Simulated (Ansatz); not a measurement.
Scan of H3Ga, singlet: umbrella (inversion) coordinate, bond length relaxed. Scanned: angle between the Ga-H bonds and the threefold axis (90 = planar). Other coordinates (Ga-H bond length) were minimised at B3LYP/def2-TZVP.

Calculation: full CI/cc-pVDZ, cores with 3d frozen run with Ansatz (a first-principles code).

Scanned values (°): 90, 93.75, 95.41, 99.16, 101.55, 104.34, 107.87, 110.73, 114.65, 117.53, 120.11, 123.55, 125.95, 128.91, 132.

Question: Describe the profile: where are the wells and the tops?

Answer: Lower than their neighbours: 90° (0.000 eV, end of the scan). Higher than their neighbours: 132° (3.746 eV, end of the scan). The whole profile spans 3.746 eV.
